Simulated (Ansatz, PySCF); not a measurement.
Noncovalent pair: C2H4 (SMILES C=C) (first 6 atoms) with CH5N (SMILES CN); geometry from B3LYP-D3(BJ)/def2-TZVP, rigid monomers moved along the line of their centres of mass till H5···N8 is 4.46 Å.
(charge 0, multiplicity 1):
```xyz
13

C     -0.64297     0.26062     0.06777
C      0.54211    -0.19982     0.44388
H     -0.91349     0.36676    -0.97638
H     -1.39485     0.55140     0.79203
H      0.81222    -0.30577     1.48927
H      1.28680    -0.48808    -0.28980
C     -0.56120     0.33052     5.93804
N      0.79244    -0.22479     5.95347
H     -1.22598    -0.36286     5.42080
H     -0.55883     1.26204     5.37019
H     -0.98958     0.53712     6.92765
H      0.81733    -1.10037     6.46192
H      1.43565     0.40595     6.41637
```

Monomers are frozen at their geometry in the pair; levels with a basis set take the counterpoise correction.

Cores are frozen in the correlated methods.

Programs: Ansatz (a quantum-chemistry and plane-wave program) with Gaussian orbitals; PySCF for the dispersion terms. 

PBE/def2-TZVPPD gives -0.22 kcal/mol for the interaction energy.

Task: Where do these levels fall relative to PBE: PBE-D3(BJ)/def2-TZVPPD, r2SCAN/def2-TZVPPD, PBE0/def2-TZVPPD, wB97M-V/def2-TZVPPD, MP2/aug-cc-pVDZ, CCSD(T)/aug-cc-pVDZ.

Result: PBE-D3(BJ)/def2-TZVPPD -0.14; r2SCAN/def2-TZVPPD 0.04; PBE0/def2-TZVPPD 0.01; wB97M-V/def2-TZVPPD -0.10; MP2/aug-cc-pVDZ -0.10; CCSD(T)/aug-cc-pVDZ -0.09 kcal/mol. 2 of 6 lie above PBE; the widest gap is to PBE-D3(BJ)/def2-TZVPPD.
